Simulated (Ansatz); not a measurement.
Total energies of the cluster NbO2 (the lowest doublet isomer of a short search) from Ansatz at PBE0-D4/def2-TZVP, gas phase (1 Eh = 27.2114 eV = 2625.5 kJ/mol). The reference geometry is relaxed at PBE0-D4/def2-TZVP.

```xyz
3

Nb    0.1594    0.2177   -0.6358
O     0.4453   -1.3173    0.0358
O    -0.6048    1.0996    0.6000
```

| state | geometry | energy (Eh) |
| --- | --- | --- |
| charge 0 doublet | reference | -207.36266 |
| charge 1 singlet | reference | -207.06782 |
| charge 0 quartet | relaxed at PBE0-D4/def2-TZVP | -207.26755 |
| free Nb atom (sextet) | – | -56.81952 |
| free O atom (triplet) | – | -75.01860 |

In the def2 sets Nb takes a core potential; there is no spin–orbit coupling.

(1) Work out the vertical ionisation energy to the singlet.

(2) Which of the charge 0 states is lowest, and how far above it are the others?

(3) What is the binding energy per atom against free atoms?

(1) E(charge 1 singlet) − E(charge 0 doublet) = -207.06782 − (-207.36266) = 0.29484 Eh = 8.02 eV. For comparison, −ε of the highest occupied level of the spin that leaves is 6.00 eV at this level, 2.02 eV less.

(2) The doublet. quartet: -207.26755 − (-207.36266) = 0.09511 Eh = 249.7 kJ/mol.

(3) Atoms: 1 × (-56.81952) + 2 × (-75.01860) = -206.85672 Eh. Binding: -206.85672 − (-207.36266) = 0.50594 Eh = 13.77 eV, or 4.59 eV for each of 3 atoms (no zero-point energy, no counterpoise term).

The restricted singlet is unstable towards broken spin symmetry in Hartree–Fock (as tested in another run); at PBE0-D4/def2-TZVP this wasn't settled. 

The structure comes from a short search, and lower isomers may exist.
